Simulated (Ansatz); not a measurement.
A nudged elastic band was laid between two geometries of C2H5AlO (9 atoms, charge 0, multiplicity 1).

Theory: RKS PBE0/cc-pVDZ (Ansatz).

```yaml
movable_images: 5
climbing_image: yes
spring: 5.0 eV/Å²
optimiser: quadratic models (default)
start_path: through a guess of the saddle point
force_threshold: 0.03 eV/Å
iteration_limit: 60
end_points: relaxed
```

Initial state:

```xyz
9
Properties=species:S:1:pos:R:3
C -0.313 1.274 -0.669
C 0.330 0.132 -0.347
O 1.483 -0.174 -1.019
Al -0.480 -0.968 1.066
H 0.062 1.951 -1.445
H -1.235 1.547 -0.152
H 1.823 -1.010 -0.681
H 0.246 -2.333 1.481
H -1.827 -0.465 1.748
```

Final state:

```xyz
9
Properties=species:S:1:pos:R:3
C -0.206 1.133 -0.650
C 0.334 -0.030 -0.234
O 1.483 -0.551 -0.749
Al -0.566 -1.051 1.192
H 0.248 1.747 -1.441
H -1.130 1.504 -0.202
H 1.817 0.048 -1.436
H 0.018 -2.432 1.730
H -1.909 -0.414 1.773
```

(1) Which bonds break or form, and what moves?

(2) Give the energies along the band, and the barrier.

(3) What is the geometry of the highest image?

(4) What are the harmonic wavenumbers there?

Results:

(1) No bond is made or broken. The dihedral Al4–C2–O3–H7 goes from 0 to 180°.

(2) It converged. The highest image is number 3 of 0 to 6, 0.238 eV above the first end and 0.286 eV above the last; the last end lies 0.048 eV below the first. A vibrational analysis at the climbing image gives one clearly imaginary mode, 442i cm⁻¹: a first-order saddle point.

```tsv
image	path coordinate (Å)	energy (eV)	dihedral Al4–C2–O3–H7 (°)
0	0.00	0.000	0
1	0.38	0.046	32
2	0.77	0.165	66
3	1.15	0.238	97
4	1.50	0.156	126
5	1.86	0.007	156
6	2.21	-0.048	180
```

(3) 
```xyz
9
Properties=species:S:1:pos:R:3
C -0.257 1.213 -0.684
C 0.355 0.121 -0.197
O 1.654 -0.178 -0.610
Al -0.504 -0.991 1.190
H 0.227 1.857 -1.428
H -1.255 1.491 -0.336
H 1.593 -0.710 -1.414
H 0.200 -2.325 1.711
H -1.925 -0.522 1.750
```

(4) 442i, 137, 179, 309, 371, 519, 606, 613, 744, 775, 936, 964, 1164, 1245, 1377, 1657, 1887, 1903, 3139, 3250, 3835 cm⁻¹.

The run took 2.5 min on 1 thread of Arm Neoverse V2 (shared host), peak memory 0.16 GiB.
